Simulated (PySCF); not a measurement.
Compound: C8H12O.
Atom-mapped SMILES: `[CH3:1][CH:2]([CH3:3])[C:4]1=[CH:5][C:6](=[O:7])[CH2:8][CH2:9]1` (hydrogens: H10, H11, H12 on C1; H13 on C2; H14, H15, H16 on C3; H17 on C5; H18, H19 on C8; H20, H21 on C9)

The same species was optimised twice, with GFN2-xTB and with PBE0-D3(BJ)/def2-SVP (PySCF), and the same property calculations (PySCF, gas phase) were run on both structures.

| coordinate | GFN2-xTB | PBE0-D3(BJ)/def2-SVP | change |
| --- | --- | --- | --- |
| C5–C6 (Å) | 1.462 | 1.474 | +0.012 |
| C4=C5 (Å) | 1.338 | 1.348 | +0.010 |
| C4–C9 (Å) | 1.503 | 1.510 | +0.007 |
| C1–C2 (Å) | 1.527 | 1.522 | -0.005 |
| C6–C8 (Å) | 1.523 | 1.528 | +0.005 |
| C2–C4 (Å) | 1.497 | 1.500 | +0.003 |
| C2–C3 (Å) | 1.535 | 1.533 | -0.002 |
| C8–C9 (Å) | 1.528 | 1.527 | -0.001 |
| C6=O7 (Å) | 1.208 | 1.208 | 0.000 |
| C3–C2–C4 (°) | 109.3 | 110.6 | +1.3 |
| C1–C2–C3 (°) | 110.2 | 111.1 | +0.9 |
| C1–C2–C4 (°) | 112.4 | 113.2 | +0.8 |
| C2–C4–C9 (°) | 120.1 | 120.9 | +0.8 |
| C2–C4–C5 (°) | 128.3 | 127.5 | -0.8 |
| C4–C5–C6 (°) | 111.4 | 111.0 | -0.4 |
| C4–C9–C8 (°) | 104.8 | 105.1 | +0.3 |
| C5–C6–O7 (°) | 127.5 | 127.3 | -0.2 |
| C1–C2–C4–C5 (°) | -22 | -12 | +10 |

Rotational constants: A = 3212, B = 1020, C = 867.9 MHz (GFN2-xTB) against A = 3220, B = 1020, C = 845.3 MHz (PBE0-D3(BJ)/def2-SVP). Point groups within 0.08 Å: C1 and C1.

On the GFN2-xTB structure: HOMO (eV) -6.90 [PBE0/pcSseg-1]; LUMO (eV) -1.11 [PBE0/pcSseg-1]; dipole (D) 4.48 [PBE0/pcSseg-1]; GIAO shielding of C1/C3 (mean) (ppm) 163.1 [PBE0/pcSseg-1]; GIAO shielding of C2 (ppm) 150.2 [PBE0/pcSseg-1]; GIAO shielding of C4 (ppm) -9.5 [PBE0/pcSseg-1]; GIAO shielding of C5 (ppm) 53.1 [PBE0/pcSseg-1]; GIAO shielding of C6 (ppm) -23.4 [PBE0/pcSseg-1]; GIAO shielding of O7 (ppm) -278.8 [PBE0/pcSseg-1]; GIAO shielding of C8 (ppm) 149.7 [PBE0/pcSseg-1]; GIAO shielding of C9 (ppm) 152.6 [PBE0/pcSseg-1].

Problem. What do these properties become on the PBE0-D3(BJ)/def2-SVP structure?

Solution. 
```json
{"property": "HOMO (eV)", "level": "PBE0/pcSseg-1", "on GFN2-xTB": "-6.90", "on PBE0-D3(BJ)/def2-SVP": "-6.92", "change": "-0.02"}
{"property": "LUMO (eV)", "level": "PBE0/pcSseg-1", "on GFN2-xTB": "-1.11", "on PBE0-D3(BJ)/def2-SVP": "-1.13", "change": "-0.02"}
{"property": "dipole (D)", "level": "PBE0/pcSseg-1", "on GFN2-xTB": "4.48", "on PBE0-D3(BJ)/def2-SVP": "4.45", "change": "-0.03"}
{"property": "energy, GFN2-xTB geometry as zero (kcal/mol)", "level": "PBE0/pcSseg-1", "on GFN2-xTB": "0.0", "on PBE0-D3(BJ)/def2-SVP": "-0.6", "change": "-0.6"}
{"property": "GIAO shielding of C1/C3 (mean) (ppm)", "level": "PBE0/pcSseg-1", "on GFN2-xTB": "163.1", "on PBE0-D3(BJ)/def2-SVP": "162.0", "change": "-1.1"}
{"property": "GIAO shielding of C2 (ppm)", "level": "PBE0/pcSseg-1", "on GFN2-xTB": "150.2", "on PBE0-D3(BJ)/def2-SVP": "149.5", "change": "-0.7"}
{"property": "GIAO shielding of C4 (ppm)", "level": "PBE0/pcSseg-1", "on GFN2-xTB": "-9.5", "on PBE0-D3(BJ)/def2-SVP": "-9.6", "change": "-0.1"}
{"property": "GIAO shielding of C5 (ppm)", "level": "PBE0/pcSseg-1", "on GFN2-xTB": "53.1", "on PBE0-D3(BJ)/def2-SVP": "49.7", "change": "-3.4"}
{"property": "GIAO shielding of C6 (ppm)", "level": "PBE0/pcSseg-1", "on GFN2-xTB": "-23.4", "on PBE0-D3(BJ)/def2-SVP": "-23.4", "change": "0.0"}
{"property": "GIAO shielding of O7 (ppm)", "level": "PBE0/pcSseg-1", "on GFN2-xTB": "-278.8", "on PBE0-D3(BJ)/def2-SVP": "-279.3", "change": "-0.5"}
{"property": "GIAO shielding of C8 (ppm)", "level": "PBE0/pcSseg-1", "on GFN2-xTB": "149.7", "on PBE0-D3(BJ)/def2-SVP": "148.3", "change": "-1.4"}
{"property": "GIAO shielding of C9 (ppm)", "level": "PBE0/pcSseg-1", "on GFN2-xTB": "152.6", "on PBE0-D3(BJ)/def2-SVP": "152.1", "change": "-0.5"}
```

The heavy atoms differ by 0.096 Å rms after alignment. Among bonds between heavy atoms C5–C6 changes most (+0.012 Å). Changes are differences of the printed values. Neither structure is proved a minimum here.

Shape of the structure used: `[CH3:1][CH:2]([CH3:3])[C:4]1=[CH:5][C:6](=[O:7])[CH2:8][CH2:9]1`: C1–C2–C4–C5 -12°.
